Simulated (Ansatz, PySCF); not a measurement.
Cl2GeH4OSi, SMILES Cl[Si]([GeH3])(Cl)O. Atoms are numbered in the order given.

```xyz
9

O      0.9911     0.0042     1.8532
Si     0.4736     0.1300     0.2933
Cl     1.3838    -1.3093    -0.8724
Cl     1.0345     1.9536    -0.4933
Ge    -1.8555    -0.1104     0.2094
H      1.9354     0.0849     2.0322
H     -2.5217     0.9929     1.0406
H     -2.2972     0.0116    -1.2541
H     -2.2548    -1.4875     0.7535
```
Charge 0, spin multiplicity 1.

The structure is a stationary point at ωB97X-D3(BJ)/def2-SVP. This is a generated structure with no PubChem entry under its InChIKey; it may be hypothetical. The values are those of a single conformer.

Two levels are set side by side: PBE-D3(BJ)/def2-SVP (Ansatz, a first-principles code) and ωB97X-D3(BJ)/def2-SVP (PySCF). Each level has its own optimised geometry; the coordinates shown are those of the second. Frequencies come from the Hessian of PySCF at each geometry. Differences are taken from unrounded values.

```csv
quantity,ωB97X-D3(BJ)
mean bond length (Å),1.710
bond O1–Si2 (Å),1.648
bond Si2–Cl3 (Å),2.064
bond Si2–Cl4 (Å),2.064
bond Si2–Ge5 (Å),2.343
bond O1–H6 (Å),0.965
bond Ge5–H7 (Å),1.534
bond Ge5–H8 (Å),1.534
bond Ge5–H9 (Å),1.534
highest harmonic wavenumber (cm⁻¹),3912
mean harmonic wavenumber (cm⁻¹),887
zero-point energy (kcal/mol),26.64
```

Problem. What does PBE-D3(BJ) give, and how far is it from ωB97X-D3(BJ)? (The exact figures need the calculation; the answer reports its results.)

Solution. 
```json
[
 {"quantity": "mean bond length (Å)", "PBE-D3(BJ)": "1.729", "PBE-D3(BJ) minus ωB97X-D3(BJ)": "0.018"},
 {"quantity": "bond O1–Si2 (Å)", "PBE-D3(BJ)": "1.665", "PBE-D3(BJ) minus ωB97X-D3(BJ)": "0.017"},
 {"quantity": "bond Si2–Cl3 (Å)", "PBE-D3(BJ)": "2.086", "PBE-D3(BJ) minus ωB97X-D3(BJ)": "0.023"},
 {"quantity": "bond Si2–Cl4 (Å)", "PBE-D3(BJ)": "2.086", "PBE-D3(BJ) minus ωB97X-D3(BJ)": "0.022"},
 {"quantity": "bond Si2–Ge5 (Å)", "PBE-D3(BJ)": "2.373", "PBE-D3(BJ) minus ωB97X-D3(BJ)": "0.030"},
 {"quantity": "bond O1–H6 (Å)", "PBE-D3(BJ)": "0.975", "PBE-D3(BJ) minus ωB97X-D3(BJ)": "0.011"},
 {"quantity": "bond Ge5–H7 (Å)", "PBE-D3(BJ)": "1.548", "PBE-D3(BJ) minus ωB97X-D3(BJ)": "0.015"},
 {"quantity": "bond Ge5–H8 (Å)", "PBE-D3(BJ)": "1.548", "PBE-D3(BJ) minus ωB97X-D3(BJ)": "0.014"},
 {"quantity": "bond Ge5–H9 (Å)", "PBE-D3(BJ)": "1.548", "PBE-D3(BJ) minus ωB97X-D3(BJ)": "0.015"},
 {"quantity": "highest harmonic wavenumber (cm⁻¹)", "PBE-D3(BJ)": "3734", "PBE-D3(BJ) minus ωB97X-D3(BJ)": "-178"},
 {"quantity": "mean harmonic wavenumber (cm⁻¹)", "PBE-D3(BJ)": "842", "PBE-D3(BJ) minus ωB97X-D3(BJ)": "-45"},
 {"quantity": "zero-point energy (kcal/mol)", "PBE-D3(BJ)": "25.28", "PBE-D3(BJ) minus ωB97X-D3(BJ)": "-1.36"}
]
```

GGA bonds tend to be longer and softer than those of functionals with exact exchange. Differences between two approximate levels are no errors against the true value.
